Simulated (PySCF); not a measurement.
PySCF job for Si(Cl)2(Me)(SiH3) (CH6Cl2Si2), SMILES [SiH3][Si](Cl)(C)Cl, TPSSh-D3(BJ)/def2-SVP. Coordinates come from a TPSSh-D3(BJ)/def2-SVP optimisation.

```python
import numpy as np
from pyscf import gto, scf, dft, df
from pyscf.hessian import thermo

mol = gto.M(
    atom='''
    C    -0.59630208    2.09477202   -0.00000002
    Si   -0.10646110    0.29162365   -0.00000000
    Si    2.18803693   -0.16783665    0.00000002
    Cl   -0.92634515   -0.61441004   -1.68877436
    Cl   -0.92634518   -0.61441002    1.68877436
    H    -0.19997872    2.59818686   -0.89629738
    H    -1.69380291    2.18816980   -0.00000003
    H    -0.19997874    2.59818687    0.89629734
    H     2.38683329   -1.64119724    0.00000003
    H     2.81920677    0.42247229    1.21322915
    H     2.81920679    0.42247227   -1.21322911
    ''',
    basis='def2-SVP',
    charge=0,
    spin=0,
    max_memory=1600,
    verbose=3,
)
mf = dft.RKS(mol, xc='tpssh').density_fit(auxbasis='def2-universal-jkfit')
mf.disp = 'd3bj'
mf.grids.level = 4
mf.conv_tol = 1e-11
mf.max_cycle = 100
mf.kernel()

# [left out here: the lines that compute and print the analytic Hessian (its translational invariance restored by hand, since the grid's response is missing), thermochemistry and intensities]
```

Program output:

```
converged SCF energy = -1540.80561391616

WARN: MGGA Hessian is sensitive to dft grids. grids.level 4 may not be dense enough.


WARN: DFTD3 does not support analytical Hessian, using finite difference


WARN: Mole.unit (angstrom) is changed to Bohr

Mode                                 0                   1                   2
Irrep
Freq [cm^-1]                       97.2834            112.5232            117.2124
Reduced mass [au]                   5.8779              4.0899              1.0288
Force const [Dyne/A]                0.0328              0.0305              0.0083
Char temp [K]                     139.9692            161.8958            168.6426
Normal mode                   x     y     z       x     y     z       x     y     z
       0   C                 0.00 -0.00 -0.04   -0.14  0.01  0.00    0.00 -0.00  0.02
       1  Si                -0.00 -0.00 -0.05   -0.01  0.04 -0.00    0.00 -0.00  0.00
       2  Si                 0.00  0.00  0.10   -0.04 -0.08  0.00    0.00  0.00 -0.01
       3  Cl                -0.08  0.02 -0.02    0.06  0.02 -0.02    0.01  0.01 -0.00
       4  Cl                 0.08 -0.02 -0.02    0.06  0.02  0.02   -0.01 -0.01 -0.00
       5   H                -0.03 -0.01 -0.06   -0.19  0.04 -0.00    0.01  0.02  0.04
       6   H                 0.00  0.00 -0.01   -0.15 -0.10  0.00    0.00  0.00  0.01
       7   H                 0.03  0.01 -0.06   -0.19  0.04  0.00   -0.01 -0.02  0.04
       8   H                 0.00  0.00  0.21   -0.21 -0.10  0.00    0.00  0.00  0.56
       9   H                -0.14  0.07  0.14    0.02 -0.15  0.00    0.11  0.48 -0.29
      10   H                 0.14 -0.07  0.14    0.02 -0.15 -0.00   -0.11 -0.48 -0.29
Mode                                 3                   4                   5
Irrep
Freq [cm^-1]                      169.4547            179.7538            186.2521
Reduced mass [au]                   1.0276             11.6111              3.0304
[...]
       3  Cl                -0.01  0.00 -0.00    0.03  0.03  0.05    0.02  0.03  0.05
       4  Cl                -0.01  0.00  0.00    0.03  0.03 -0.05   -0.02 -0.03  0.05
       5   H                 0.06 -0.09  0.00    0.08 -0.10  0.01   -0.04  0.16  0.05
       6   H                 0.02  0.03  0.00    0.00  0.17 -0.00   -0.00  0.00  0.06
       7   H                 0.06 -0.09 -0.00    0.08 -0.10 -0.01    0.04 -0.16  0.05
       8   H                -0.70 -0.04 -0.00    0.09 -0.01  0.00    0.00  0.00 -0.13
       9   H                 0.25 -0.28  0.03    0.09 -0.04 -0.01    0.26 -0.03 -0.10
      10   H                 0.25 -0.28 -0.03    0.09 -0.04  0.01   -0.26  0.03 -0.10
Mode                                12                  13                  14
Irrep
Freq [cm^-1]                      731.2730            799.1676            802.4407
Reduced mass [au]                   4.5173              1.3539              1.3871
Force const [Dyne/A]                1.4233              0.5095              0.5262
Char temp [K]                    1052.1390           1149.8243           1154.5335
Normal mode                   x     y     z       x     y     z       x     y     z
       0   C                 0.03 -0.18 -0.00    0.12  0.01  0.00    0.00  0.00 -0.13
       1  Si                -0.02  0.12 -0.00   -0.05  0.00 -0.00   -0.00  0.00  0.06
       2  Si                 0.00 -0.01 -0.00   -0.01  0.01  0.00   -0.00  0.00 -0.01
       3  Cl                -0.00 -0.01 -0.01    0.00 -0.00  0.00   -0.00  0.00 -0.01
       4  Cl                -0.00 -0.01  0.01    0.00 -0.00 -0.00    0.00 -0.00 -0.01
       5   H                 0.10 -0.24 -0.00   -0.26  0.21 -0.05   -0.10  0.54  0.14
       6   H                 0.04 -0.13  0.00    0.06 -0.64 -0.00    0.00 -0.00  0.23
       7   H                 0.10 -0.24  0.00   -0.26  0.21  0.05    0.10 -0.54  0.14
       8   H                 0.12  0.01  0.00    0.08  0.02 -0.00    0.00  0.00  0.06
       9   H                 0.00  0.05 -0.03    0.16 -0.10 -0.02   -0.03 -0.02  0.02
      10   H                 0.00  0.05  0.03    0.16 -0.10  0.02    0.03  0.02  0.02
Mode                                15                  16                  17
Irrep
Freq [cm^-1]                      886.8918            945.1138            948.0964
Reduced mass [au]                   1.1597              1.0355              1.0348
Force const [Dyne/A]                0.5374              0.5450              0.5480
Char temp [K]                    1276.0399           1359.8083           1364.0997
Normal mode                   x     y     z       x     y     z       x     y     z
       0   C                 0.04 -0.01 -0.00    0.00  0.00  0.01    0.00  0.01 -0.00
       1  Si                -0.03  0.00  0.00   -0.00 -0.00 -0.01   -0.00 -0.01  0.00
       2  Si                 0.06 -0.01  0.00   -0.00 -0.00 -0.03   -0.01 -0.03  0.00
       3  Cl                 0.00  0.00  0.00    0.00  0.00  0.00    0.00  0.00  0.00
       4  Cl                 0.00  0.00 -0.00   -0.00 -0.00  0.00    0.00  0.00 -0.00
       5   H                -0.06  0.04 -0.01    0.00 -0.02 -0.01   -0.01  0.01 -0.00
       6   H                 0.02 -0.16  0.00   -0.00 -0.00 -0.01    0.00 -0.01  0.00
       7   H                -0.06  0.04  0.01   -0.00  0.02 -0.01   -0.01  0.01  0.00
       8   H                -0.53 -0.08  0.00   -0.00 -0.00  0.73   -0.29 -0.06 -0.00
       9   H                -0.45  0.21  0.14    0.17 -0.42  0.10    0.27  0.47 -0.38
      10   H                -0.45  0.21 -0.14   -0.17  0.42  0.10    0.27  0.47  0.38
Mode                                18                  19                  20
Irrep
Freq [cm^-1]                     1279.5851           1442.6169           1443.2216
Reduced mass [au]                   1.2513              1.0497              1.0497
Force const [Dyne/A]                1.2071              1.2872              1.2882
Char temp [K]                    1841.0380           2075.6046           2076.4746
Normal mode                   x     y     z       x     y     z       x     y     z
       0   C                -0.04  0.13 -0.00    0.06  0.02 -0.00   -0.00 -0.00 -0.06
       1  Si                 0.00 -0.01  0.00    0.01  0.00 -0.00   -0.00 -0.00 -0.00
       2  Si                -0.00  0.00  0.00   -0.00 -0.00  0.00    0.00  0.00  0.00
       3  Cl                 0.00  0.00  0.00   -0.00  0.00  0.00   -0.00 -0.00  0.00
       4  Cl                 0.00  0.00 -0.00   -0.00  0.00 -0.00    0.00  0.00  0.00
       5   H                 0.23 -0.42 -0.18   -0.43 -0.28 -0.38    0.44 -0.16  0.06
       6   H                -0.08 -0.50  0.00    0.07  0.35  0.00   -0.00 -0.00  0.71
       7   H                 0.23 -0.42  0.18   -0.43 -0.28  0.38   -0.44  0.16  0.06
       8   H                -0.01 -0.00  0.00    0.01  0.00  0.00   -0.00 -0.00  0.00
       9   H                -0.00 -0.00  0.00    0.00  0.00 -0.00    0.00 -0.00 -0.00
      10   H                -0.00 -0.00 -0.00    0.00  0.00  0.00   -0.00  0.00 -0.00
Mode                                21                  22                  23
Irrep
Freq [cm^-1]                     2245.0147           2254.4581           2269.3017
Reduced mass [au]                   1.0218              1.0512              1.0482
Force const [Dyne/A]                3.0344              3.1479              3.1805
Char temp [K]                    3230.0763           3243.6633           3265.0199
Normal mode                   x     y     z       x     y     z       x     y     z
       0   C                 0.00 -0.00  0.00    0.00  0.00 -0.00    0.00  0.00 -0.00
       1  Si                -0.00  0.00 -0.00   -0.00 -0.00  0.00   -0.00 -0.00  0.00
       2  Si                 0.02  0.01 -0.00    0.00  0.00  0.04   -0.00 -0.04  0.00
       3  Cl                 0.00  0.00  0.00    0.00 -0.00 -0.00    0.00  0.00  0.00
       4  Cl                 0.00  0.00 -0.00   -0.00  0.00 -0.00    0.00  0.00 -0.00
       5   H                 0.00  0.00 -0.00   -0.00  0.00  0.00   -0.00  0.00 -0.00
       6   H                 0.00 -0.00  0.00    0.00 -0.00 -0.00    0.00 -0.00  0.00
       7   H                 0.00  0.00  0.00    0.00 -0.00  0.00   -0.00  0.00  0.00
       8   H                -0.02  0.28 -0.00   -0.00  0.00  0.01   -0.13  0.93  0.00
       9   H                -0.27 -0.27 -0.55   -0.30 -0.28 -0.56    0.08  0.06  0.16
      10   H                -0.27 -0.27  0.55    0.30  0.28 -0.56    0.08  0.06 -0.16
Mode                                24                  25                  26
Irrep
Freq [cm^-1]                     3033.3275           3134.8857           3138.3191
Reduced mass [au]                   1.0338              1.1028              1.1028
Force const [Dyne/A]                5.6045              6.3854              6.3993
Char temp [K]                    4364.2830           4510.4025           4515.3424
Normal mode                   x     y     z       x     y     z       x     y     z
       0   C                 0.01 -0.05 -0.00    0.00  0.00  0.09    0.09  0.02 -0.00
       1  Si                -0.00  0.00  0.00    0.00  0.00  0.00    0.00  0.00 -0.00
       2  Si                -0.00 -0.00  0.00   -0.00  0.00  0.00   -0.00  0.00 -0.00
       3  Cl                -0.00 -0.00 -0.00   -0.00 -0.00 -0.00   -0.00 -0.00 -0.00
       4  Cl                -0.00 -0.00  0.00    0.00  0.00 -0.00   -0.00 -0.00  0.00
       5   H                 0.21  0.25 -0.47    0.25  0.31 -0.54   -0.12 -0.17  0.31
       6   H                -0.55  0.03 -0.00   -0.00  0.00  0.02   -0.78  0.07 -0.00
       7   H                 0.21  0.25  0.47   -0.25 -0.31 -0.54   -0.12 -0.17 -0.31
       8   H                 0.00 -0.00  0.00   -0.00  0.00 -0.00   -0.00  0.00  0.00
       9   H                 0.00  0.00  0.00   -0.00 -0.00 -0.00   -0.00 -0.00 -0.00
      10   H                 0.00  0.00 -0.00    0.00  0.00 -0.00   -0.00 -0.00  0.00
temperature 298.1500 [K]
pressure 101325.00 [Pa]
Rotational constants [GHz] 1.63009 1.54161 1.17155
Symmetry number 1
Zero-point energy (ZPE) 0.06591 [Eh]   173035.614 [J/mol]
                           tot       elec      trans        rot        vib
Entropy [J/mol/K]       390.988      0.000    170.825    121.673     98.490
Cv [J/mol/K]            122.475      0.000     12.472     12.472     97.532
Cp [J/mol/K]            130.790      0.000     20.786     12.472     97.532
Internal energy [J/mol]                      3718.434   3718.434 188950.735
Internal energy [Eh]   -1540.73081  -1540.80561
Enthalpy [J/mol]                             6197.391   3718.434 188950.735
Enthalpy [Eh]          -1540.72987
Gibbs free energy [J/mol]                  -44734.140 -32558.441 159586.037
Gibbs free energy [Eh] -1540.77427
static polarisability / bohr^3: [[83.743 -0.82  -0.   ]
 [-0.816 73.775 -0.   ]
 [-0.    -0.    78.513]]
largest difference of analytic and finite-field dipole derivatives / e: 0.0015252984112444912
mode   freq/cm-1   IR/(km/mol)   Raman/(A^4/amu)   depolarisation
   1       97.28         0.782             1.582            0.750
   2      112.52         1.908             1.692            0.747
   3      117.21         0.023             0.018            0.750
   4      169.45         0.006             0.043            0.750
   5      179.75         5.783             2.739            0.735
   6      186.25         1.042             2.195            0.750
   7      198.16        11.966             4.287            0.552
   8      388.85         9.483            17.405            0.024
   9      508.45        55.957            12.274            0.750
  10      516.42        10.187            11.478            0.719
  11      531.01        71.696             4.671            0.641
  12      570.21        57.244             2.361            0.750
  13      731.27        48.730             6.158            0.275
  14      799.17       147.242             0.639            0.520
  15      802.44        47.925             0.724            0.750
  16      886.89       157.576             4.295            0.573
  17      945.11        46.944            21.971            0.750
  18      948.10        46.497            22.311            0.748
  19     1279.59        13.982             0.823            0.326
  20     1442.62         2.776             9.373            0.750
  21     1443.22         5.035            11.049            0.750
  22     2245.01        61.629           239.929            0.027
  23     2254.46        87.426           114.321            0.750
  24     2269.30        71.302           123.841            0.529
  25     3033.33         1.024           143.545            0.003
  26     3134.89         1.924            77.777            0.750
  27     3138.32         0.714           106.810            0.719
max |gradient| / (hartree/bohr): 1.372611991975987e-05
APT charges: [-0.3847  1.4728  0.6862 -0.5761 -0.5761  0.0265  0.0202  0.0265 -0.2221
 -0.2366 -0.2366]
```

Self-consistency was reached.

Cost: roughly 13 core-minutes.
